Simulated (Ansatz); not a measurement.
`FB[SiH]1C[SiH2]1` + H₂S → `FBS` + `C1[SiH2][SiH2]1` at 600 K and 1 bar (cleavage of the B–Si bond).

Computed with Ansatz on PBE0-D4/def2-TZVP structures; ΔE is electronic, products minus reactants. CCSD(T)/CBS adds triple-zeta CCSD(T) − MP2 to the extrapolated MP2 energy (def2 sets, frozen cores). This one scheme is used for every species. Each species was taken in one conformer, which may not be the lowest.

| species | CCSD(T)/CBS energy (Eh) | H − E (kJ/mol) | S (J/(mol·K)) |
| --- | --- | --- | --- |
| `FB[SiH]1C[SiH2]1` | -744.40562 | 244.0 | 463.3 |
| H₂S | -398.97279 | 60.8 | 230.9 |
| `FBS` | -523.64132 | 98.7 | 314.3 |
| `C1[SiH2][SiH2]1` | -619.77066 | 205.5 | 367.8 |

H − E and S are ideal-gas, rigid-rotor, harmonic terms from PBE0-D4/def2-TZVP, for one conformer and one mirror image of each species. 1 Eh = 2625.50 kJ/mol, R = 8.31446 J/(mol·K).

Task: By hand: ΔE, ΔH, ΔS and ΔG.

Result: ΔE = (-523.64132) + (-619.77066) − (-744.40562) − (-398.97279) = -0.03357 Eh = -88.1 kJ/mol. Δ(H − E) = 98.7 + 205.5 − 244.0 − 60.8 = -0.6, so ΔH = -88.7 kJ/mol. ΔS = 314.3 + 367.8 − 463.3 − 230.9 = -12.1 J/(mol·K). ΔG = -88.7 − 600 × (-12.1)/1000 = -81.4 kJ/mol.

Task: By hand: the equilibrium constant, and the temperature at which ΔG would vanish if ΔH and ΔS stayed fixed.

Result: log₁₀ K = −ΔG/(RT ln 10) = 7.1. ΔG = 0 at ΔH/ΔS = 7331 K, far beyond where these terms or the molecules hold.

The number of gas molecules stays the same, so ΔS is small and ΔH decides. A doubt of 5 kJ/mol in ΔE shifts log₁₀ K by 0.4 here. Other conformers and mirror images would add mixing entropy, several J/(mol·K) or more a flexible species. These are equilibria of isolated gas molecules and say nothing of rates. Largest T1 diagnostic: 0.015 (customary marks: 0.02 for closed shells, 0.045 for open ones).
